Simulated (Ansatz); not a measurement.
# How methods differ on GaHCl2O (SMILES [OH][Ga]([Cl])[Cl])

GaHCl2O: 5 atoms, total charge 0, spin state singlet. SMILES: `[OH][Ga]([Cl])[Cl]`. The shape is that of a PBE0-D4/def2-TZVP optimisation.

```xyz
5

O     0.2545    1.3546    0.2459
Ga    0.1185   -0.3945    0.0568
Cl    1.5000   -1.6349    1.0577
Cl   -1.4079   -1.2363   -1.1558
H    -0.4152    1.8374   -0.2460
```

Each level gives the electronic atomisation energy (eV). The values are calculated. Electronic energies at fixed atoms, without zero-point motion or spin-orbit coupling.

| level | kind | program | value (eV) |
| --- | --- | --- | --- |
| HF/def2-SVP | Hartree–Fock | Ansatz | 11.32 |
| BLYP/def2-SVP | GGA | Ansatz | 15.53 |
| PBE/def2-SVP | GGA | Ansatz | 16.33 |
| r2SCAN0/def2-SVP | hybrid meta-GGA | Ansatz | 15.84 |
| HSE06/def2-SVP | range-separated hybrid | Ansatz | 15.94 |
| wB97M-V/def2-SVP | range-separated hybrid | Ansatz | 16.26 |
| B2PLYP/def2-SVP | double hybrid | Ansatz | 15.58 |
| BCCD(T)/def2-SVP | coupled cluster or CI | Ansatz | 15.11 |

All-electron rows without a relativistic Hamiltonian named are non-relativistic. Correlated wave functions underbind in double-zeta sets. The values span 11.32 to 16.33 eV. In the correlated wave-function rows the outer d shell of Ga is correlated, in sets not made for it.
